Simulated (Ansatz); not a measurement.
Ge(Et)(OH)3 (C₂H₈GeO₃), SMILES [CH2]([Ge]([OH])([OH])[OH])C.

Geometry: B3LYP-D3(BJ)/def2-SVP. Other conformers were not sampled.

Two levels are set side by side: PBE/def2-SVPD (Ansatz, a quantum-chemistry and plane-wave program) and CAM-B3LYP/def2-SVPD (Ansatz). Energy differences of separate SCF runs at the same geometry; the states with an electron removed or added have multiplicity 2 and 2. Differences are taken from unrounded values.

```
quantity                           CAM-B3LYP   PBE  PBE minus CAM-B3LYP
---------------------------------  ---------  ----  -------------------
vertical ionisation energy (eV)        10.68  9.81                -0.87
vertical singlet–triplet gap (eV)       7.01  5.85                -1.16
```
